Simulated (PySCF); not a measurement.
Two-component Hartree-Fock for Ar⁴⁺ (argon, charge +4)

Start: [Ne] 3s2 3p2; 3p1/2 filled at m_j = -1/2, +1/2. Calculated with PySCF 2.14 in x2c-SVPall-2c: generalised Hartree-Fock with the X2C-1e Hamiltonian and a Gaussian nucleus; one run each with spin-orbit coupling (SO) switched off, then screened by Boettger's factors.

```csv
spinor shell,electrons,"ε, spin-free (eV)","ε, screened SO (eV)",weight of nominal j (screened SO),"rms radius, screened SO (bohr)"
1s1/2,2,-3309.6,-3309.5,1.000,0.0992
2s1/2,2,-405.34,-405.31,1.000,0.445
2p1/2,2,-328.32,-330.64,0.865,0.413
2p3/2,4,-328.32,-327.12,0.933,0.416
3s1/2,2,-89.081,-89.070,1.000,1.36
3p1/2,2,-74.090,-74.132,0.536,1.47
```

| quantity | spin-free | screened SO |
| --- | --- | --- |
| E (hartree) | -523.30102 | -523.30567 |
| M_J | 0 | 0 |
| ⟨J²⟩ | 2.006 | 1.831 |
| ⟨L²⟩ | 2.004 | 2.002 |
| ⟨S²⟩ | 2.002 | 1.998 |

The determinant has a definite M_J but mixes levels of different J.

Each row is a mean over spinors that exchange with the open shell spreads, by up to 8.495 eV (3s1/2).

Rows whose weight is well below 1 are mixtures of j = l ± 1/2: exchange outweighs spin-orbit coupling there, and the label is only the starting occupation.

Without spin-orbit coupling the j labels of p, d and f shells carry no meaning; the spin-free column gives the mean over the occupied spinors of each nl shell.
